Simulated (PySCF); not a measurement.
**Technetium: highly charged ions in a basis for the neutral atom**

Tc⁶⁺ [Kr] 4d1, Tc⁷⁺ [Kr]. Calculation: PySCF 2.14, in def2-TZVP with the def2 core potential (28 electrons) (6s4p3d1f, 40 functions); scalar relativity through the core potential. No spin-orbit coupling, so a gap to NIST mixes the basis error with missing relativistic terms.

Changed run: basis of the neutral atom used for a highly charged ion. This setting is unsound on purpose.

```csv
species,method,sound run (hartree),changed run (hartree),converged
Tc⁶⁺,UHF,not run,-72.06034,yes
Tc⁶⁺,M06-2X,not run,-72.33298,yes
Tc⁶⁺,PBE,not run,-72.42471,yes
Tc⁷⁺,UHF,not run,-68.83780,yes
Tc⁷⁺,M06-2X,not run,-69.07664,yes
Tc⁷⁺,PBE,not run,-69.16463,yes
```

Ionisation energy of Tc⁶⁺:

| method | changed run (eV) | NIST (eV) |
| --- | --- | --- |
| UHF | 87.690 | 88 ± 2 |
| M06-2X | 88.610 | 88 ± 2 |
| PBE | 88.711 | 88 ± 2 |

The contracted functions were made for the neutral atom and can be too rigid for a highly charged ion.
